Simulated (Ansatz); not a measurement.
Consider the formal exchange of groups at a B–C bond: `NBCCN` + `OCF` → `NBCF` + `NCCO`.

Program: Ansatz. Geometries: PBE0-D4/def2-TZVP. ΔE: electronic, gas phase. CCSD(T)/CBS adds triple-zeta CCSD(T) − MP2 to the extrapolated MP2 energy (def2 sets, frozen cores). This one scheme is used for every species. Functionals use def2-TZVPP. One conformer a species, not always the lowest.

| level | ΔE (kJ/mol) |
| --- | --- |
| PBE0-D4 | 28.8 |
| ωB97X-V | 26.0 |
| MP2/def2-TZVPP | 32.5 |
| CCSD(T)/def2-TZVPP | 29.4 |

**Question.** What does CCSD(T)/CBS give? (Estimate.)

**Answer.** Ansatz gave: +26.4 kJ/mol. The listed levels differ from it by 2.4, -0.4, 6.1, 3.0 kJ/mol.

Largest T1 diagnostic among the species: 0.012.

In def2-TZVPP, CCSD(T) changes the Hartree–Fock value by +3.6 kJ/mol (the triples alone add +1.2 kJ/mol) and MP2 by +6.7 kJ/mol.
